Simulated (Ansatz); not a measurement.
`[Cl][In]([Cl])[Cl]` + H₂Se → `[Cl][In]([Cl])[SeH]` + HCl at 400 K and 1 bar (ligand exchange at the In–Cl bond).

Gas-phase electronic energies from Ansatz, PBE0-D4/def2-TZVP geometries. CCSD(T)/CBS adds triple-zeta CCSD(T) − MP2 to the extrapolated MP2 energy (def2 sets, frozen cores). This one scheme is used for every species. def2 core potentials past Kr. For In, Se outer-core shells are correlated without core-valence functions, which leaves a few kJ/mol of doubt a bond. Scalar relativity is left out up to krypton. One conformer a species, not always the lowest.

```csv
species,CCSD(T)/CBS energy (Eh),H − E (kJ/mol),S (J/(mol·K))
`[Cl][In]([Cl])[Cl]`,-1569.29867,34.9,363.9
H₂Se,-2401.89790,49.4,229.5
`[Cl][In]([Cl])[SeH]`,-3510.81908,57.2,406.5
HCl,-460.38127,29.6,195.4
```

H − E and S are ideal-gas, rigid-rotor, harmonic terms from PBE0-D4/def2-TZVP, for one conformer and one mirror image of each species. 1 Eh = 2625.50 kJ/mol, R = 8.31446 J/(mol·K).

Problem. By hand: ΔE, ΔH, ΔS and ΔG.

Solution. ΔE = (-3510.81908) + (-460.38127) − (-1569.29867) − (-2401.89790) = -0.00378 Eh = -9.9 kJ/mol. Δ(H − E) = 57.2 + 29.6 − 34.9 − 49.4 = 2.5, so ΔH = -7.4 kJ/mol. ΔS = 406.5 + 195.4 − 363.9 − 229.5 = 8.5 J/(mol·K). ΔG = -7.4 − 400 × (8.5)/1000 = -10.8 kJ/mol.

Problem. By hand: the equilibrium constant, and the temperature at which ΔG would vanish if ΔH and ΔS stayed fixed.

Solution. log₁₀ K = −ΔG/(RT ln 10) = 1.4. ΔH and −TΔS have one sign here, so there is no such temperature.

TΔS isn't small against ΔH here. A doubt of 5 kJ/mol in ΔE shifts log₁₀ K by 0.7 here. Other conformers and mirror images would add mixing entropy, several J/(mol·K) or more a flexible species. These are equilibria of isolated gas molecules and say nothing of rates. Largest T1 diagnostic: 0.012 (customary marks: 0.02 for closed shells, 0.045 for open ones).

ΔS is within the doubt of such terms, so its sign, and with it that verdict, could turn.
